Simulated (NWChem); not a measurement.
System: C$_{2}$H$_{7}$AlO; SMILES [CH3][Al]([OH])[CH3]

Input file for NWChem:

```
start job
memory heap 200 mb stack 900 mb global 1100 mb
geometry units angstroms noautosym nocenter noautoz
  Al    -0.003441     0.006224     0.070782
  C     -1.692776    -0.118066    -0.894291
  H     -2.548084    -0.206020    -0.206644
  H     -1.710571    -0.989363    -1.570894
  H     -1.859908     0.769779    -1.527943
  C      1.739204     0.115662    -0.816957
  H      1.925676    -0.790555    -1.419295
  H      2.587942     0.231599    -0.124456
  H      1.767213     0.963907    -1.522566
  O     -0.131049     0.012427     1.779110
  H      0.604475     0.071238     2.390407
end
basis spherical
  * library def2-svp
end
dft
  xc b3lyp
  iterations 150
  mulliken
end
task dft energy
esp
  recalculate
  probe 0.07
  range 0.3
  factor 1.0
  spacing 0.02
end
task esp
```

The geometry was optimised at PBE0/def2-SVP.

Atomic charges in e: unrestrained fits to the electrostatic potential beside Mulliken populations; buried atoms are poorly determined by the fit.

Atoms are numbered as in the input.

Question: What results follow from this input? (B3LYP/def2-SVP.) Quantities: ESP Al1; Mulliken Al1; ESP C2; Mulliken C2; ESP C6; Mulliken C6; ESP O10; Mulliken O10; relative RMS misfit of the potential (%).

Answer: 
| Property | Value |
|---|---|
| ESP Al1 | 0.89 |
| Mulliken Al1 | 0.73 |
| ESP C2 | -0.42 |
| Mulliken C2 | -0.33 |
| ESP C6 | -0.53 |
| Mulliken C6 | -0.35 |
| ESP O10 | -0.79 |
| Mulliken O10 | -0.45 |
| relative RMS misfit of the potential (%) | 28 |
